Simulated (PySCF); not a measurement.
C₁₀H₇F₃.
SMILES with atom numbers: `[F:1][C:2]([F:3])([F:4])[C:5]1=[CH:6][c:7]2[cH:8][cH:9][cH:10][cH:11][c:12]2[CH2:13]1` (hydrogens: H14 on C6; H15 on C8; H16 on C9; H17 on C10; H18 on C11; H19, H20 on C13)

Method used: PySCF 2.14.0, PBE0-D3(BJ)/def2-SVP geometry optimisation, gas phase.

Question: What internal coordinates does the optimisation give?

Answer: 
| bond | length (Å) |
| --- | --- |
| F1–C2, C2–F3, C2–F4 | 1.339 |
| C2–C5 | 1.486 |
| C5=C6 | 1.348 |
| C6–C7 | 1.459 |
| C7–C8 | 1.395 |
| C8–C9 | 1.395 |
| C9–C10 | 1.398 |
| C10–C11 | 1.398 |
| C11–C12 | 1.388 |
| C12–C13 | 1.501 |
| C5–C13 | 1.501 |
| C7–C12 | 1.410 |
| C6–H14 | 1.091 |
| C8–H15 | 1.093 |
| C9–H16 | 1.092 |
| C10–H17 | 1.093 |
| C11–H18 | 1.093 |
| C13–H19, C13–H20 | 1.104 |

Bonds in one row agree within 0.01 Å and their mean is given. A selection of angles:
| angle | degrees |
| --- | --- |
| F1–C2–F3 | 107.6 |
| F1–C2–C5 | 112.2 |
| F3–C2–F4 | 106.5 |
| C2–C5–C6 | 126.2 |
| C2–C5–C13 | 122.6 |
| C6–C5–C13 | 111.2 |
| C5–C6–C7 | 109.2 |
| C5–C6–H14 | 125.5 |
| C7–C6–H14 | 125.3 |
| C6–C7–C8 | 131.2 |
| C6–C7–C12 | 108.1 |
| C8–C7–C12 | 120.7 |
| C7–C8–C9 | 118.5 |
| C7–C8–H15 | 120.8 |
| C9–C8–H15 | 120.7 |
| C8–C9–C10 | 120.7 |
| C8–C9–H16 | 119.7 |
| C10–C9–H16 | 119.5 |
| C9–C10–C11 | 120.9 |
| C9–C10–H17 | 119.5 |
| C11–C10–H17 | 119.6 |
| C10–C11–C12 | 118.7 |
| C10–C11–H18 | 120.4 |
| C12–C11–H18 | 120.9 |
| C11–C12–C13 | 130.5 |
| C7–C12–C11 | 120.5 |
| C7–C12–C13 | 109.0 |
| C12–C13–H19 | 112.5 |
| C12–C13–H20 | 112.4 |
| C5–C13–C12 | 102.5 |
| C5–C13–H19 | 111.6 |
| H19–C13–H20 | 106.5 |

Dihedral angles: F1–C2–C5–C6 -1° (synperiplanar); C2–C5–C6–C7 180° (antiperiplanar); C5–C6–C7–C8 180° (antiperiplanar); C11–C12–C13–C5 180° (antiperiplanar); C2–C5–C13–C12 180° (antiperiplanar).

The 5-membered ring C5–C6–C7–C12–C13 has internal angles of 102.5° to 111.2° (sum 540°, against 540° for a flat polygon); it is planar, 0.00 Å rms from its mean plane, widest ring torsion 0°. The 6-membered ring C7–C8–C9–C10–C11–C12 has internal angles of 118.5° to 120.9° (sum 720°, against 720° for a flat polygon); it is planar, 0.00 Å rms from its mean plane, widest ring torsion 0°. Of the pairs four or more bonds apart, F1···H14 is among the closest relative to their van der Waals radii: 2.60 Å, 97 % of the sum of Bondi's values. The C–C distances run from 1.348 Å (C5=C6, drawn double) to 1.501 Å (C12–C13, drawn single), a spread of 0.153 Å.

Point group: Cs (every atom within 0.08 Å of its image). No PBE0-D3(BJ)/def2-SVP frequencies stand behind this structure, so it isn't proved a minimum.
